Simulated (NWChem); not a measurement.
System: C2H6FIn; SMILES [In]([CH3])([F])[CH3]

Output (shortened):

```
             Northwest Computational Chemistry Package (NWChem) 7.3.0
             --------------------------------------------------------

 C2  symmetry detected

                             Geometry "geometry" -> ""
                             -------------------------

 Output coordinates in angstroms (scale by  1.889725989 to convert to a.u.)

  No.       Tag          Charge          X              Y              Z
 ---- ---------------- ---------- -------------- -------------- --------------
    1 In                  49.0000     0.00000000     0.00000000    -0.06103793
    2 F                    9.0000     0.00000000     0.00000000     1.94336707
    3 C                    6.0000    -2.04741513    -0.00017927    -0.76609793
    4 H                    1.0000    -2.22579763    -0.88288149    -1.41015493
    5 H                    1.0000    -2.24084691     0.91739578    -1.35491793
    6 H                    1.0000    -2.71867897    -0.03172782     0.11193807
    7 C                    6.0000     2.04741513     0.00017927    -0.76609793
    8 H                    1.0000     2.22579763     0.88288149    -1.41015493
    9 H                    1.0000     2.24084691    -0.91739578    -1.35491793
   10 H                    1.0000     2.71867897     0.03172782     0.11193807

 Effective nuclear repulsion energy (a.u.)     370.0527216273

      Symmetry information
      --------------------

 Group name             C2
 Group number              4
 Group order               2
 No. of unique centers     6

 Summary of "ao basis" -> "ao basis" (spherical)
 ------------------------------------------------------------------------------
       Tag                 Description            Shells   Functions and Types
 ---------------- ------------------------------  ------  ---------------------
 In                         def2-svp                10       26   4s4p2d
 F                          def2-svp                 6       14   3s2p1d
 C                          def2-svp                 6       14   3s2p1d
 H                          def2-svp                 3        5   2s1p

      Symmetry analysis of basis
      --------------------------

        a          51
        b          47

            General Information
            -------------------
          SCF calculation type: DFT
          Wavefunction type:  closed shell.
          No. of atoms     :    10
          No. of electrons :    48
           Alpha electrons :    24
            Beta electrons :    24
          Charge           :     0
          Spin multiplicity:     1
          Use of symmetry is: on ; symmetry adaption is: on
          Maximum number of iterations: 150
          AO basis - number of functions:    98
                     number of shells:    46
          Convergence on energy requested:  1.00D-06
          Convergence on density requested:  1.00D-05
          Convergence on gradient requested:  5.00D-04

              XC Information
              --------------
                 Perdew 1991   Exchange Functional  1.000
                Perdew 1991 Correlation Functional  1.000 non-local
            Perdew 1991 LDA Correlation Functional  1.000 local

             Grid Information
             ----------------
          Grid used for XC integration:  medium
          Radial quadrature: Mura-Knowles
          Angular quadrature: Lebedev.
          Tag              B.-S. Rad. Rad. Pts. Rad. Cut. Ang. Pts.
          ---              ---------- --------- --------- ---------
          In                  1.55      123           9.0       590
          F                   0.50       49          11.0       434
          C                   0.70       49          12.0       434
          H                   0.35       45          13.0       434
          Grid pruning is: on
          Number of quadrature shells:   356
          Spatial weights used:  Erf1

      Superposition of Atomic Density Guess
      -------------------------------------

 Sum of atomic energies:        -395.58810837

      Non-variational initial energy
      ------------------------------

 Total energy =    -367.866319
 1-e energy   =    -953.435639
 2-e energy   =     396.610720
 HOMO         =      -0.311064
 LUMO         =      -0.024306

      Symmetry analysis of molecular orbitals - initial
      -------------------------------------------------

  Numbering of irreducible representations:

     1 a           2 b

  Orbital symmetries:

     1 a           2 a           3 b           4 a           5 b
     6 a           7 b           8 a           9 a          10 b
    11 a          12 b          13 a          14 b          15 a
    16 a          17 b          18 b          19 a          20 b
    21 b          22 a          23 a          24 b          25 a
    26 b          27 a          28 b          29 a          30 b
    31 a          32 b          33 a          34 b

     ---------------------------------------------
      Total Density - Mulliken Population Analysis
     ---------------------------------------------

    Atom       Charge   Shell Charges
 -----------   ------   -------------------------------------------------------
    1 In  21    19.75   2.60 -0.60  0.74  0.35  3.23  2.76  0.49  0.10  9.70  0.38
    2 F    9     9.80   1.99  1.16  0.81  3.60  2.24  0.00
    3 C    6     6.62   1.99  0.96  0.31  2.04  1.30  0.01
    4 H    1     0.87   0.65  0.19  0.03
    5 H    1     0.87   0.65  0.19  0.03
    6 H    1     0.87   0.66  0.19  0.03
    7 C    6     6.62   1.99  0.96  0.31  2.04  1.30  0.01
    8 H    1     0.87   0.65  0.19  0.03
    9 H    1     0.87   0.65  0.19  0.03
   10 H    1     0.87   0.66  0.19  0.03

[...]
```

Level: PW91/def2-SVP with def2 effective core potentials on In. Geometry: optimised at PBE-D3(BJ)/def2-SVP. No frequency run checked for a minimum. def2 effective core potentials on In; no spin-orbit coupling.

**Question.** Which NWChem input produces such a log?

**Answer.** One answer among several that fit: the input that was run:
```
start job
memory heap 200 mb stack 900 mb global 1100 mb
geometry units angstroms noautoz
  In     0.000000     0.000000     0.016933
  F      0.000000     0.000000     2.021338
  C     -2.047415    -0.000751    -0.688127
  H     -2.225551    -0.883503    -1.332184
  H     -2.241103     0.916770    -1.276947
  H     -2.718670    -0.032487     0.189909
  C      2.047415     0.000751    -0.688127
  H      2.225551     0.883503    -1.332184
  H      2.241103    -0.916770    -1.276947
  H      2.718670     0.032487     0.189909
end
basis spherical
  In library def2-svp
  F library def2-svp
  C library def2-svp
  H library def2-svp
end
ecp
  In library def2-ecp
end
dft
  xc xperdew91 perdew91
  iterations 150
  mulliken
end
task dft energy
```
